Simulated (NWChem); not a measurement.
System: P2H3, doublet; SMILES [PH]P

NWChem input:

```
start job
memory heap 200 mb stack 900 mb global 1100 mb
geometry units angstroms noautosym nocenter noautoz
  P     -0.072652    -1.155214    -0.144790
  P     -0.014256     1.047162    -0.101654
  H      1.367007    -1.225262    -0.020366
  H      0.559747     1.255103     1.205044
  H     -1.373426     1.242830     0.326593
end
basis spherical
  * library def2-svp
end
dft
  odft
  mult 2
  xc xpbe96 cpbe96
  iterations 150
end
cosmo
  do_cosmo_smd true
  solvent octanol
end
task dft energy
```

Parts of the log:

```
             Northwest Computational Chemistry Package (NWChem) 7.3.0
             --------------------------------------------------------

                             Geometry "geometry" -> ""
                             -------------------------

 Output coordinates in angstroms (scale by  1.889725989 to convert to a.u.)

  No.       Tag          Charge          X              Y              Z
 ---- ---------------- ---------- -------------- -------------- --------------
    1 P                   15.0000    -0.07265200    -1.15521400    -0.14479000
    2 P                   15.0000    -0.01425600     1.04716200    -0.10165400
    3 H                    1.0000     1.36700700    -1.22526200    -0.02036600
    4 H                    1.0000     0.55974700     1.25510300     1.20504400
    5 H                    1.0000    -1.37342600     1.24283000     0.32659300

 Effective nuclear repulsion energy (a.u.)      79.7683272785

  pbe96 is a nonlocal functional; adding pw91lda local functional.

                                 NWChem DFT Module
                                 -----------------

 Summary of "ao basis" -> "ao basis" (spherical)
 ------------------------------------------------------------------------------
       Tag                 Description            Shells   Functions and Types
 ---------------- ------------------------------  ------  ---------------------
 P                          def2-svp                 8       18   4s3p1d
 H                          def2-svp                 3        5   2s1p

 in cosmo_initialize ...
 calling solv_data for solv:octanol

 solvent parameters
 solvname_short: octanol
 solvname_long:  1-octanol
 dielec:        9.8629
 dielecinf:     2.0435
 nonaqueous SMD model solvent descriptors
 dielec:        9.8629
 sola:          0.3700
 solb:          0.4800
 solc:          0.0000
 solg:         39.0100
 solh:          0.0000
 soln:          1.4295

          ---------------
          -cosmo- solvent
          ---------------
 Cosmo: York-Karplus, doi: 10.1021/jp992097l
 dielectric constant -eps-     =   9.86
 screen = (eps-1)/(eps    )    =   0.89861
 surface charge correction     = lagrangian

   van der Waals surface
 --------------------------

 ---------- ATOMIC COORDINATES (A.U.) ------------ VDWR(ANG.) --
     1   -0.13729237   -2.18303792   -0.27361343     2.120
     2   -0.02693993    1.97884925   -0.19209821     2.120
     3    2.58326865   -2.31540944   -0.03848616     1.200
     4    1.05776845    2.37180076    2.27720296     1.200
     5   -2.59539881    2.34860815    0.61717128     1.200
 number of segments per atom =        128
 number of   points per atom =        128
 atom (   nspa,  nppa )
 ----------------------
    1 (     91,     0 )       0
    2 (     84,     0 )       0
    3 (     57,     0 )       0
    4 (     56,     0 )       0
    5 (     56,     0 )       0
 number of -cosmo- surface points =      344
 molecular surface =     89.554 angstrom**2
 molecular volume  =     72.522 angstrom**3
 -lineq- algorithm             =   0
 -bem- low  level              =   3
 -bem- from -octahedral-
 gaussian surface charge width =   4.50000
 degree of switching           =   1.00000
 switching function tolerance  =   0.00010
 atomic radii =
 --------------
    1 15.000  2.120
    2 15.000  2.120
    3  1.000  1.200
    4  1.000  1.200
    5  1.000  1.200
 ...... end of -cosmo- initialization ......

 nat:                     5
 ixmem:                  1509
 calling mnsol_interface()
 G(SMD-CDS) energy (kcal/mol)  =     1.472
 SMD-CDS SASA (angstrom**2)    =   107.832

            General Information
            -------------------
          SCF calculation type: DFT
          Wavefunction type:  spin polarized.
          No. of atoms     :     5
          No. of electrons :    33
           Alpha electrons :    17
            Beta electrons :    16
          Charge           :     0
          Spin multiplicity:     2
          Use of symmetry is: off; symmetry adaption is: off
          Maximum number of iterations: 150
          AO basis - number of functions:    51
                     number of shells:    25
          Convergence on energy requested:  1.00D-06
          Convergence on density requested:  1.00D-05
          Convergence on gradient requested:  5.00D-04

              XC Information
              --------------
          PerdewBurkeErnzerhof Exchange Functional  1.000
            Perdew 1991 LDA Correlation Functional  1.000 local
           PerdewBurkeErnz. Correlation Functional  1.000 non-local

             Grid Information
             ----------------
          Grid used for XC integration:  medium
          Radial quadrature: Mura-Knowles
          Angular quadrature: Lebedev.
          Tag              B.-S. Rad. Rad. Pts. Rad. Cut. Ang. Pts.
          ---              ---------- --------- --------- ---------
          P                   1.00       88           9.0       590
          H                   0.35       45          10.0       434
          Grid pruning is: on
          Number of quadrature shells:   311
          Spatial weights used:  Erf1

      Superposition of Atomic Density Guess
      -------------------------------------

 Sum of atomic energies:        -682.57315768

      Non-variational initial energy
      ------------------------------

 Total energy =    -682.905447
 1-e energy   =   -1103.034530
 2-e energy   =     340.360756
 HOMO         =      -0.156439
 LUMO         =       0.079578

[...]

                                COSMO-SMD solvation results
                                ---------------------------

             internal energy in gas <Psi(g)|H|Psi(g)> =      -683.928439081024
         internal energy in solvent <Psi(s)|H|Psi(s)> =      -683.927821888351
                               delta internal energy  =         0.000617192673 (    0.39 kcal/mol)
   total free energy in solvent <Psi(s)|H+V/2|Psi(s)> =      -683.931294160427
 polarization energy contribution <Psi(s)|V/2|Psi(s)> =        -0.003472272077 (   -2.18 kcal/mol)
    total free energy in solvent including G(SMD-CDS) =      -683.928947920637
                       G(SMD-CDS) energy contribution =         0.002346239790 (    1.47 kcal/mol)
     1 M fixed-concentration free energy of solvation =        -0.000508839614 (   -0.32 kcal/mol)

                    DFT Final Alpha Molecular Orbital Analysis
                    ------------------------------------------

 Vector   15  Occ=1.000000D+00  E=-2.922557D-01
              MO Center=  6.8D-02, -2.8D-01, -1.5D-02, r^2= 3.1D+00
   Bfn.  Coefficient  Atom+Function         Bfn.  Coefficient  Atom+Function
  ----- ------------  ---------------      ----- ------------  ---------------
     4      0.264525  1 P  s                 11     -0.255932  1 P  px
     8     -0.244745  1 P  px                31      0.244085  2 P  pz
     3      0.239347  1 P  s                 37     -0.227044  3 H  s
    28      0.218447  2 P  pz                21     -0.202900  2 P  s
    22     -0.195744  2 P  s                 42      0.193654  4 H  s

 Vector   16  Occ=1.000000D+00  E=-2.469154D-01
              MO Center= -4.8D-02, -2.1D-01, -2.8D-01, r^2= 3.3D+00
   Bfn.  Coefficient  Atom+Function         Bfn.  Coefficient  Atom+Function
  ----- ------------  ---------------      ----- ------------  ---------------
    30      0.289375  2 P  py                13     -0.267044  1 P  pz
    12     -0.254104  1 P  py                 4      0.243986  1 P  s
    27      0.230699  2 P  py                 9     -0.226301  1 P  py
    31     -0.191247  2 P  pz                10     -0.189697  1 P  pz
     3      0.159693  1 P  s                 22      0.145851  2 P  s

 Vector   17  Occ=1.000000D+00  E=-1.921643D-01
              MO Center= -3.1D-03, -4.8D-01, -1.2D-01, r^2= 3.1D+00
   Bfn.  Coefficient  Atom+Function         Bfn.  Coefficient  Atom+Function
  ----- ------------  ---------------      ----- ------------  ---------------
    13      0.597685  1 P  pz                10      0.386986  1 P  pz
    22      0.252562  2 P  s                  7     -0.214378  1 P  pz
    31     -0.202678  2 P  pz                21      0.167932  2 P  s
    28     -0.163321  2 P  pz                42     -0.153228  4 H  s
    43     -0.133016  4 H  s                 30      0.130666  2 P  py

 Vector   18  Occ=0.000000D+00  E=-2.308720D-02
              MO Center= -1.3D-02, -1.4D-01, -8.5D-02, r^2= 3.9D+00
   Bfn.  Coefficient  Atom+Function         Bfn.  Coefficient  Atom+Function
  ----- ------------  ---------------      ----- ------------  ---------------
    12      0.892973  1 P  py                30      0.858195  2 P  py
    22     -0.485327  2 P  s                  4      0.309159  1 P  s
     9      0.291941  1 P  py                27      0.281064  2 P  py
    21     -0.249183  2 P  s                 43      0.205396  4 H  s
    11     -0.204076  1 P  px                 3      0.190021  1 P  s

 Vector   19  Occ=0.000000D+00  E= 2.203593D-03
              MO Center=  3.0D-01,  5.6D-01,  2.2D-01, r^2= 4.0D+00
   Bfn.  Coefficient  Atom+Function         Bfn.  Coefficient  Atom+Function
  ----- ------------  ---------------      ----- ------------  ---------------
    43      0.988384  4 H  s                 31     -0.697387  2 P  pz
    38      0.637916  3 H  s                 29     -0.542671  2 P  px
    11     -0.416179  1 P  px                 4     -0.367510  1 P  s
    30     -0.339803  2 P  py                 3     -0.305185  1 P  s
    42      0.271802  4 H  s                 22     -0.268368  2 P  s

 Vector   20  Occ=0.000000D+00  E= 6.815799D-03
              MO Center= -1.6D-01,  2.7D-01,  2.3D-02, r^2= 4.6D+00
   Bfn.  Coefficient  Atom+Function         Bfn.  Coefficient  Atom+Function
  ----- ------------  ---------------      ----- ------------  ---------------
    48      1.010779  5 H  s                 29      0.870398  2 P  px
    38      0.770504  3 H  s                 11     -0.697555  1 P  px
    22     -0.443300  2 P  s                  4     -0.319689  1 P  s
    21     -0.226137  2 P  s                 47      0.223072  5 H  s
     3     -0.218258  1 P  s                 26      0.207091  2 P  px

                     DFT Final Beta Molecular Orbital Analysis
                     -----------------------------------------

 Vector   14  Occ=1.000000D+00  E=-3.106955D-01
              MO Center= -3.4D-02,  4.9D-02, -3.8D-02, r^2= 3.0D+00
   Bfn.  Coefficient  Atom+Function         Bfn.  Coefficient  Atom+Function
  ----- ------------  ---------------      ----- ------------  ---------------
    47      0.273346  5 H  s                 37      0.249874  3 H  s
    27      0.217116  2 P  py                 9     -0.212603  1 P  py
    30      0.203486  2 P  py                12     -0.193254  1 P  py
    26     -0.170072  2 P  px                48      0.154545  5 H  s
     8      0.153117  1 P  px                29     -0.151500  2 P  px

 Vector   15  Occ=1.000000D+00  E=-2.795474D-01
              MO Center=  3.6D-02, -2.0D-01, -6.4D-02, r^2= 3.2D+00
   Bfn.  Coefficient  Atom+Function         Bfn.  Coefficient  Atom+Function
  ----- ------------  ---------------      ----- ------------  ---------------
     4      0.277437  1 P  s                  3      0.267684  1 P  s
    31      0.267994  2 P  pz                11     -0.245860  1 P  px
     8     -0.231607  1 P  px                28      0.230816  2 P  pz
    21     -0.220366  2 P  s                 37     -0.215044  3 H  s
    22     -0.209822  2 P  s                 42      0.198438  4 H  s

 Vector   16  Occ=1.000000D+00  E=-2.335799D-01
              MO Center= -5.5D-02,  1.3D-02, -2.7D-01, r^2= 3.5D+00
   Bfn.  Coefficient  Atom+Function         Bfn.  Coefficient  Atom+Function
  ----- ------------  ---------------      ----- ------------  ---------------
    30      0.303117  2 P  py                12     -0.263572  1 P  py
    27      0.238394  2 P  py                31     -0.238474  2 P  pz
     4      0.233476  1 P  s                  9     -0.226607  1 P  py
    22      0.196578  2 P  s                 13     -0.172331  1 P  pz
     3      0.169500  1 P  s                 21      0.161674  2 P  s

 Vector   17  Occ=0.000000D+00  E=-1.409355D-01
              MO Center= -2.2D-02, -7.8D-01, -1.1D-01, r^2= 2.7D+00
   Bfn.  Coefficient  Atom+Function         Bfn.  Coefficient  Atom+Function
  ----- ------------  ---------------      ----- ------------  ---------------
    13      0.660089  1 P  pz                10      0.396804  1 P  pz
    22      0.227266  2 P  s                  7     -0.226035  1 P  pz
    43     -0.156965  4 H  s                 42     -0.145183  4 H  s
    21      0.116879  2 P  s                 30      0.112204  2 P  py
    28     -0.106876  2 P  pz                31     -0.101934  2 P  pz

 Vector   18  Occ=0.000000D+00  E=-1.471030D-02
              MO Center= -6.4D-03, -1.8D-01, -7.6D-02, r^2= 3.9D+00
   Bfn.  Coefficient  Atom+Function         Bfn.  Coefficient  Atom+Function
  ----- ------------  ---------------      ----- ------------  ---------------
    12      0.872302  1 P  py                30      0.821604  2 P  py
    22     -0.463673  2 P  s                  9      0.292177  1 P  py
    27      0.265386  2 P  py                11     -0.257458  1 P  px
    38      0.256222  3 H  s                  4      0.251074  1 P  s
    21     -0.247691  2 P  s                 43      0.246761  4 H  s

 Vector   19  Occ=0.000000D+00  E= 7.674642D-03
              MO Center=  6.3D-02,  8.7D-01,  1.9D-01, r^2= 3.5D+00
   Bfn.  Coefficient  Atom+Function         Bfn.  Coefficient  Atom+Function
  ----- ------------  ---------------      ----- ------------  ---------------
    43      0.950784  4 H  s                 29     -0.791809  2 P  px
    31     -0.620185  2 P  pz                48     -0.543329  5 H  s
    30     -0.328608  2 P  py                38      0.322845  3 H  s
    42      0.278500  4 H  s                  4     -0.255719  1 P  s
     3     -0.228322  1 P  s                 12     -0.225465  1 P  py

   alpha - beta orbital overlaps
   -----------------------------

   alpha      1      2      3      4      5      6      7      8      9     10
    beta      1      2      3      4      5      6     10      7      8      9
 overlap   1.000  1.000  1.000  1.000  0.999  1.000  0.879  0.998  0.950  0.920

   alpha     11     12     13     14     15     16     17     18     19     20
    beta     11     12     13     14     15     16     17     18     19     20
 overlap   0.996  0.995  0.999  0.996  0.992  0.985  0.980  0.997  0.938  0.936

   alpha     21     22     23     24     25     26     27     28     29     30
    beta     21     22     23     24     25     26     27     28     29     30
 overlap   0.992  0.884  0.879  0.967  0.989  0.969  0.961  0.969  0.971  0.957

[...]
```

Level: PBE/def2-SVP, spin-unrestricted, SMD on the gas-phase geometry. Geometry: optimised at PBE-D3(BJ)/def2-SVP, spin-unrestricted. No stability test was run on the SCF state. Solvent: 1-octanol.
